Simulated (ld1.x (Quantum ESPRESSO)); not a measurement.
Before and after: RRKJ potential for Fe (Z = 26)

```json
{"Element": "Fe", "Generator": "ld1.x (Quantum ESPRESSO) 7.5", "Type": "norm-conserving RRKJ (Kleinman–Bylander form)", "Functional": "Wu–Cohen", "Relativity": "fully relativistic", "Frozen core": "[Ne] 3s2", "Valence charge": "14", "Reference configuration": "3p6 3d6 4s2 4p0", "Partial waves": "3p (bound): rc 1.35 bohr; 3d (bound): rc 0.90 bohr; 4s (bound): rc 2.45 bohr", "Local potential": "the s channel", "Core correction": "a·sin(br)/r model core, default radius (core density twice the valence density)", "rho0": "0.005"}
```

Open shells are filled in proportion to 2j + 1 (rel_dist='average').

Change: all radii but the core radius scaled by about 0.93 (s 2.28, p 1.26, d 0.84 bohr).

Cutoffs: the cutoffs (Ry, on a coarse ladder) from which the occupation-weighted sum of valence levels, in a spherical-Bessel basis at the reference potential, stays within 10 and 1 mRy of its value at 400 Ry; they do not see the model core or the augmentation charge, which bear on the density cutoff. Errors are all-electron minus pseudo energies relative to the spin-unpolarised reference configuration.

Task: Predict the effect on cutoff, ghosts and configuration errors.

Result: The potential gets harder (200 Ry and 230 Ry → 230 Ry and 260 Ry); the errors of the 7 common tests hardly move; neither file shows a bound ghost at the reference potential, the only one tested. A smaller radius makes the pseudo-wave follow the all-electron one further in, where it bends more sharply, so more plane waves are needed.

```tsv
quantity	base	changed
cutoff, loose	200 Ry	230 Ry
cutoff, tight	230 Ry	260 Ry
loose cutoff by channel (10 mRy a level)	p 55 Ry, d 180 Ry, s 6 Ry	p 55 Ry, d 200 Ry, s 8 Ry
bound ghosts	none	none
error for 3p6 3d6 4s1 4p0, meV [ΔE 8.76 eV]	-6.6	-7.2
error for 3p6 3d6 4s0 4p0, meV [ΔE 24.85 eV]	-51	-52
error for 3p6 3d5 4s0 4p0, meV [ΔE 59.07 eV]	-267	-244
error for 3p6 3d4 4s0 4p0, meV [ΔE 112.17 eV]	-1247	-1195
error for 3p6 3d5 4s2 4p1, meV [ΔE 8.79 eV]	-1225	-1234
error for 3p5 3d6 4s2 4p0, meV [ΔE 67.62 eV]	-394	-411
error for 3p6 3d7 4s0 4p0, meV [ΔE 6.57 eV]	-324	-337
```

Base: These tests converged, but a pseudo level misses the all-electron one widely, so the file describes the atom poorly there or has found another state: 3p6 3d5 4s0 4p0: empty 4p by 3.0 eV (a node warning on the way); 3p6 3d4 4s0 4p0: empty 4p by 4.6 eV. Changed file: These tests converged, but a pseudo level misses the all-electron one widely, so the file describes the atom poorly there or has found another state: 3p6 3d5 4s0 4p0: empty 4p by 2.9 eV; 3p6 3d4 4s0 4p0: empty 4p by 4.6 eV (a node warning on the way).
